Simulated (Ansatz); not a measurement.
`[SiH3][SiH2][SiH3]` + `CBO` → `CBO[SiH2][SiH3]` + SiH₄  (cleavage of the Si–Si bond)

Computed with Ansatz on PBE0-D4/def2-TZVP structures; ΔE is electronic, products minus reactants. CCSD(T)/CBS is the MP2 limit (def2-TZVPP, def2-QZVPP) plus CCSD(T) − MP2 in def2-TZVPP, frozen cores. This one scheme is used for every species. Functionals use def2-TZVPP. One conformer a species, not always the lowest.

`[SiH3][SiH2][SiH3]`:

```xyz
11

Si   -0.663   -1.165    1.419
Si    0.070   -0.638   -0.739
Si    0.612    1.632   -0.878
H    -1.014   -2.606    1.533
H    -1.864   -0.353    1.755
H     0.408   -0.855    2.404
H    -1.003   -0.957   -1.723
H     1.266   -1.460   -1.075
H     1.690    1.953    0.097
H    -0.582    2.456   -0.550
H     1.080    1.993   -2.243
```

`CBO`:

Cartesian coordinates in Å:
```
C 0.133 -0.808 0.584
B -0.263 0.472 -0.211
O 0.564 0.937 -1.181
H 1.088 -1.235 0.271
H -0.645 -1.573 0.481
H 0.181 -0.587 1.657
H -1.290 1.067 0.011
H 0.232 1.728 -1.612
```

`CBO[SiH2][SiH3]`:

```xyz
14

C     0.145   -1.028   -1.793
B     0.696    0.430   -1.653
O     0.980    1.017   -0.464
Si    0.893    0.514    1.115
Si   -1.333    0.382    1.839
H     0.059   -1.592   -0.861
H     0.771   -1.599   -2.487
H    -0.846   -0.992   -2.263
H     0.883    1.109   -2.629
H     1.563   -0.807    1.276
H     1.642    1.516    1.915
H    -2.080   -0.630    1.043
H    -2.009    1.698    1.691
H    -1.363   -0.018    3.272
```

SiH₄:

Cartesian coordinates in Å:
```
Si 0.000 0.000 0.000
H 1.408 0.320 0.347
H -0.053 -1.310 -0.696
H -0.543 1.056 -0.891
H -0.812 -0.066 1.241
```

```tsv
level	ΔE (kJ/mol)
BLYP-D4	-63.8
B97M-V	-57.9
ωB97M-V	-66.7
r2SCAN	-55.9
r2SCANh	-56.7
HF/def2-SVP	-71.4
SCS-MP2/def2-TZVPP	-74.6
SCS-MP2/def2-QZVPP	-75.1
```

**Question.** What does CCSD(T)/CBS give? (Estimate.)

**Answer.** Computed: -64.0 kJ/mol. The listed levels differ from it by 0.2, 6.1, -2.7, 8.1, 7.3, -7.4, -10.6, -11.1 kJ/mol.

**Question.** What do rigid-rotor, harmonic-oscillator terms from PBE0-D4/def2-TZVP frequencies (298.15 K, 1 bar) make of the CCSD(T)/CBS value? (Best estimate.)

**Answer.** The calculation gave: ΔZPE = -8.1 kJ/mol, ΔH = -71.1 kJ/mol, ΔS = -17 J/(mol·K), ΔG = -66.1 kJ/mol. Modes under 50 cm⁻¹ make the entropy rough.

Largest T1 diagnostic among the species: 0.013.

Leaving LDA and LC-ωPBE aside and taking each functional with its dispersion term where it has one, the values, not all of them listed here, spread over 34.8 kJ/mol, from BHLYP-D4 to PBE-D4. LDA lies −4.7 kJ/mol from PBE without D4. At CCSD(T), def2-SVP lies +11.9 kJ/mol from the extrapolated value and def2-TZVPP +0.1 kJ/mol. From PBE to PBE0 (25 % exact exchange), in def2-TZVPP and without D4, ΔE moves by −6.3 kJ/mol.
